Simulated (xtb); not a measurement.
xtb input for CH8N2Si3, SMILES [SiH2]1[SiH2]N[SiH2]C=N1, GFN2-xTB. 

```
$ xtb mol.xyz --gfn 2 --sp --chrg 0 --uhf 0 --json
$ cat mol.xyz
14

C      0.25859272     1.84345169    -0.15408320
N      1.35951935     1.24561577    -0.24857462
Si     1.72233527    -0.44182295    -0.15097471
Si    -0.15126454    -1.74276906     0.14401355
N     -1.46369051    -0.58084460     0.05271759
Si    -1.48767770     1.14134333     0.13801215
H      0.30470749     2.93484419    -0.24917179
H      2.67440215    -0.48070032     0.96628994
H      2.44778942    -0.66833584    -1.40679143
H     -0.29206687    -2.44310957     1.43613410
H     -0.47540907    -2.74352161    -0.88795053
H     -2.38450541    -0.99346634     0.06997288
H     -1.91261158     1.62527502     1.45978755
H     -2.35216685     1.66038771    -0.92748624
```

It prints:

```
[banner left out]
          |                Calculation Setup                |
           -------------------------------------------------



           -------------------------------------------------
          |                 G F N 2 - x T B                 |
           -------------------------------------------------

        Reference                      10.1021/acs.jctc.8b01176
      * Hamiltonian:
        H0-scaling (s, p, d)           1.850000    2.230000    2.230000
        zeta-weighting                 0.500000
      * Dispersion:
        s8                             2.700000
        a1                             0.520000
        a2                             5.000000
        s9                             5.000000
      * Repulsion:
        kExp                           1.500000    1.000000
        rExp                           1.000000
      * Coulomb:
        alpha                          2.000000
        third order                    shell-resolved
        anisotropic                    true
        a3                             3.000000
        a5                             4.000000
        cn-shift                       1.200000
        cn-exp                         4.000000
        max-rad                        5.000000


          ...................................................
          :                      SETUP                      :
          :.................................................:
          :  # basis functions                  50          :
          :  # atomic orbitals                  47          :
          :  # shells                           23          :
          :  # electrons                        34          :
          :  max. iterations                   250          :
          :  Hamiltonian                  GFN2-xTB          :
          :  restarted?                      false          :
          :  GBSA solvation                  false          :
          :  PC potential                    false          :
          :  electronic temp.          300.0000000     K    :
          :  accuracy                    1.0000000          :
          :  -> integral cutoff          0.2500000E+02      :
          :  -> integral neglect         0.1000000E-07      :
          :  -> SCF convergence          0.1000000E-05 Eh   :
          :  -> wf. convergence          0.1000000E-03 e    :
          :  Broyden damping             0.4000000          :
          :  net charge                          0          :
          :  unpaired electrons                  0          :
          ...................................................

 iter      E             dE          RMSdq      gap      omega  full diag
   1    -17.3786482 -0.173786E+02  0.660E+00    2.11       0.0  T
   2    -17.4605661 -0.819179E-01  0.419E+00    2.07       1.0  T
   3    -17.4566029  0.396316E-02  0.285E+00    1.63       1.0  T
   4    -17.4651060 -0.850312E-02  0.140E+00    1.90       1.0  T
   5    -17.4670061 -0.190009E-02  0.569E-01    1.73       1.0  T
   6    -17.4687489 -0.174279E-02  0.274E-01    1.79       1.0  T
   7    -17.4688054 -0.564836E-04  0.114E-01    1.79       1.0  T
   8    -17.4688226 -0.172350E-04  0.469E-02    1.80       1.0  T
   9    -17.4688261 -0.349123E-05  0.263E-02    1.80       1.0  T
  10    -17.4688264 -0.319806E-06  0.134E-02    1.80       2.0  T
  11    -17.4688267 -0.237788E-06  0.703E-03    1.80       3.8  T
  12    -17.4688268 -0.923372E-07  0.218E-03    1.80      12.3  T
  13    -17.4688268 -0.342034E-09  0.102E-03    1.80      26.2  T
  14    -17.4688268 -0.264510E-08  0.323E-04    1.80      82.8  T
  15    -17.4688268 -0.164849E-09  0.160E-04    1.80     166.7  T

   *** convergence criteria satisfied after 15 iterations ***

         #    Occupation            Energy/Eh            Energy/eV
      -------------------------------------------------------------
         1        2.0000           -0.7633002             -20.7705
       ...           ...                  ...                  ...
        11        2.0000           -0.4398012             -11.9676
        12        2.0000           -0.4301733             -11.7056
        13        2.0000           -0.4260568             -11.5936
        14        2.0000           -0.4124075             -11.2222
        15        2.0000           -0.3814281             -10.3792
        16        2.0000           -0.3719709             -10.1218
        17        2.0000           -0.3352215              -9.1218 (HOMO)
        18                         -0.2690769              -7.3220 (LUMO)
        19                         -0.2021704              -5.5013
        20                         -0.1879074              -5.1132
        21                         -0.1746248              -4.7518
        22                         -0.1662389              -4.5236
       ...                                ...                  ...
        47                          0.9480509              25.7978
      -------------------------------------------------------------
                  HL-Gap            0.0661446 Eh            1.7999 eV
             Fermi-level           -0.3021492 Eh           -8.2219 eV

 SCC (total)                   0 d,  0 h,  0 min,  0.009 sec
 SCC setup                      ...        0 min,  0.000 sec (  0.831%)
 Dispersion                     ...        0 min,  0.000 sec (  0.550%)
 classical contributions        ...        0 min,  0.000 sec (  0.183%)
 integral evaluation            ...        0 min,  0.001 sec ( 16.264%)
 iterations                     ...        0 min,  0.004 sec ( 51.360%)
 molecular gradient             ...        0 min,  0.003 sec ( 30.197%)
 printout                       ...        0 min,  0.000 sec (  0.544%)

         :::::::::::::::::::::::::::::::::::::::::::::::::::::
         ::                     SUMMARY                     ::
         :::::::::::::::::::::::::::::::::::::::::::::::::::::
         :: total energy             -17.272365134919 Eh    ::
         :: gradient norm              0.000049463705 Eh/a0 ::
         :: HOMO-LUMO gap              1.799885805506 eV    ::
         ::.................................................::
         :: SCC energy               -17.468790118349 Eh    ::
         :: -> isotropic ES            0.051243269356 Eh    ::
         :: -> anisotropic ES          0.004064421395 Eh    ::
         :: -> anisotropic XC          0.009651826088 Eh    ::
         :: -> dispersion             -0.012679200183 Eh    ::
         :: repulsion energy           0.196424983431 Eh    ::
         :: add. restraining           0.000000000000 Eh    ::
         :: total charge               0.000000000000 e     ::
         :::::::::::::::::::::::::::::::::::::::::::::::::::::

           -------------------------------------------------
          |                Property Printout                |
           -------------------------------------------------

    * Orbital Energies and Occupations

         #    Occupation            Energy/Eh            Energy/eV
      -------------------------------------------------------------
         1        2.0000           -0.7633002             -20.7705
       ...           ...                  ...                  ...
         5        2.0000           -0.5540764             -15.0772
         6        2.0000           -0.5209743             -14.1764
         7        2.0000           -0.4795602             -13.0495
         8        2.0000           -0.4677278             -12.7275
         9        2.0000           -0.4645206             -12.6402
        10        2.0000           -0.4429188             -12.0524
        11        2.0000           -0.4398012             -11.9676
        12        2.0000           -0.4301733             -11.7056
        13        2.0000           -0.4260568             -11.5936
        14        2.0000           -0.4124075             -11.2222
        15        2.0000           -0.3814281             -10.3792
        16        2.0000           -0.3719709             -10.1218
        17        2.0000           -0.3352215              -9.1218 (HOMO)
        18                         -0.2690769              -7.3220 (LUMO)
        19                         -0.2021704              -5.5013
        20                         -0.1879074              -5.1132
        21                         -0.1746248              -4.7518
        22                         -0.1662389              -4.5236
        23                         -0.1598391              -4.3494
        24                         -0.1378982              -3.7524
        25                         -0.1349071              -3.6710
        26                         -0.1120645              -3.0494
        27                         -0.0783629              -2.1324
        28                         -0.0615711              -1.6754
       ...                                ...                  ...
        47                          0.9480509              25.7978
      -------------------------------------------------------------
                  HL-Gap            0.0661446 Eh            1.7999 eV
             Fermi-level           -0.3021492 Eh           -8.2219 eV

     #   Z          covCN         q      C6AA      α(0)
     1   6 C        2.773    -0.026    28.627     8.763
     2   7 N        1.736    -0.306    28.696     7.927
     3  14 Si       3.666     0.397    99.954    19.160
     4  14 Si       3.655     0.415    99.582    19.130
     5   7 N        2.499    -0.456    32.026     8.404
     6  14 Si       3.595     0.469    98.924    19.107
     7   1 H        0.924     0.017     2.781     2.608
     8   1 H        0.917    -0.114     6.067     3.852
     9   1 H        0.917    -0.110     5.943     3.813
    10   1 H        0.915    -0.114     6.095     3.861
    11   1 H        0.915    -0.113     6.058     3.850
    12   1 H        0.862     0.135     1.508     1.924
    13   1 H        0.916    -0.097     5.454     3.653
    14   1 H        0.917    -0.098     5.503     3.669

 Mol. C6AA /au·bohr⁶  :       3997.586822
 Mol. C8AA /au·bohr⁸  :     153198.726041
 Mol. α(0) /au        :        109.720977


Wiberg/Mayer (AO) data.
largest (>0.10) Wiberg bond orders for each atom

 ---------------------------------------------------------------------------
     #   Z sym  total        # sym  WBO       # sym  WBO       # sym  WBO
 ---------------------------------------------------------------------------
     1   6 C    3.902 --     2 N    1.973     7 H    0.963     6 Si   0.835
     2   7 N    3.225 --     1 C    1.973     3 Si   1.112
     3  14 Si   3.825 --     2 N    1.112     9 H    0.880     8 H    0.879
                             4 Si   0.815
     4  14 Si   3.719 --     5 N    1.000    11 H    0.886    10 H    0.884
                             3 Si   0.815
     5   7 N    3.270 --     6 Si   1.133     4 Si   1.000    12 H    0.970
     6  14 Si   3.798 --     5 N    1.133    14 H    0.875    13 H    0.873
                             1 C    0.835
     7   1 H    1.000 --     1 C    0.963
     8   1 H    0.987 --     3 Si   0.879
     9   1 H    0.988 --     3 Si   0.880
    10   1 H    0.987 --     4 Si   0.884
    11   1 H    0.987 --     4 Si   0.886
    12   1 H    0.982 --     5 N    0.970
    13   1 H    0.991 --     6 Si   0.873
    14   1 H    0.990 --     6 Si   0.875
 ---------------------------------------------------------------------------

Topologies differ in total number of bonds
Writing topology from bond orders to xtbtopo.mol

molecular dipole:
                 x           y           z       tot (Debye)
 q only:       -0.414      -0.404       0.109
   full:       -0.779      -0.217       0.145       2.089
molecular quadrupole (traceless):
                xx          xy          yy          xz          yz          zz
Note: The following floating-point exceptions are signalling: IEEE_UNDERFLOW_FLAG IEEE_DENORMAL
normal termination of xtb
 q only:       -0.629      -4.236       1.142       0.265       0.460      -0.513
  q+dip:       -2.642      -3.252       1.174       0.702       0.541       1.467
   full:       -1.088      -4.272       1.140       0.606       0.573      -0.052


           -------------------------------------------------
          | TOTAL ENERGY              -17.272365134919 Eh   |
          | GRADIENT NORM               0.000049463705 Eh/α |
          | HOMO-LUMO GAP               1.799885805506 eV   |
           -------------------------------------------------

------------------------------------------------------------------------
------------------------------------------------------------------------
 total:
 SCF:
```

Self-consistency was reached.
